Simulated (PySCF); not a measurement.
Broadened absorption spectrum of C3H5Cl2NSi

C₃H₅Cl₂NSi.
Atom-mapped SMILES: `[H]/[N:4]=[CH:3]\[C:2](=[CH2:1])[SiH:5]([Cl:6])[Cl:7]` (hydrogens: H8, H9 on C1; H10 on C3; H11 on N4; H12 on Si5)

Computed, not measured: TDDFT PBE0/def2-SVPD, vertical, gas phase, core orbitals frozen in the response in PySCF. Geometry: GFN2-xTB, one conformer, isolated molecule. Torsions of this conformer, `[H]/[N:4]=[CH:3]\[C:2](=[CH2:1])[SiH:5]([Cl:6])[Cl:7]`: C1–C2–C3–N4 178°, C1–C2–Si5–Cl6 5°.

Broadening: Gaussians 0.5 eV wide at half height, area fixed by f = 4.319×10⁻⁹ ∫ε dν̃. The width is an assumption, not a result. The curve ends short of the highest state used, and states not computed would add to its high-energy end.

```
λ (nm)  ε (L mol⁻¹ cm⁻¹)
 192.5             11247
 197.8             17942
 203.2             15704
 208.5              8073
 213.9              2574
 219.2               571
 224.6                89
 229.9                11
 235.2                 1
 240.6                 0
 245.9                 0
 251.3                 2
 256.6                 8
 262.0                22
 267.3                48
 272.7                84
 278.0               120
 283.3               144
 288.7               149
 294.0               134
 299.4               106
 304.7                75
 310.1                48
 315.4                28
 320.8                15
 326.1                 8
 331.5                 4
 336.8                 2
 342.1                 1
 347.5                 0
```

Problem. Where are the band maxima, and which computed states make them?

Solution. 287 nm (4.32 eV), ε about 150, made up of S1 (100%); 199 nm (6.22 eV), ε about 18000, made up of S3 (81%) and S4 (18%) (ε in L mol⁻¹ cm⁻¹; maxima over ε = 5, shares over 10%). The states used: S1 4.32 eV (f 0.0028); S2 5.97 eV (f 0.0012); S3 6.21 eV (f 0.275); S4 6.25 eV (f 0.062); S5 6.59 eV (f 0.011); S6 6.73 eV (f 0.0069); S7 6.97 eV (f 0.020); S8 7.04 eV (f 0.021).

Problem. On this curve, what absorbance would a 10⁻⁵ mol/L sample give at 266 nm over a 1 cm path?

Solution. 266 nm is 4.661 eV, where ε is about 41 L mol⁻¹ cm⁻¹, so A = ε c l ≈ 0.00041 (Beer–Lambert, with the gas-phase spectrum and the assumed width).

Problem. Coming from long wavelengths, where does ε first pass 100 L mol⁻¹ cm⁻¹?

Solution. At about 300 nm (4.13 eV), 0.19 eV below S1.

Problem. What would ε be at 6.22 eV, the highest of these maxima, with half the width (0.25 eV)?

Solution. About 36100 L mol⁻¹ cm⁻¹ against 18400, a factor of about 1.97; a lone state at its own centre would give exactly 2.

Hardware: an Arm Neoverse N1 with one thread, shared host. Cost: 62 s (grids of density and orbitals included), 0.81 GiB resident at most.
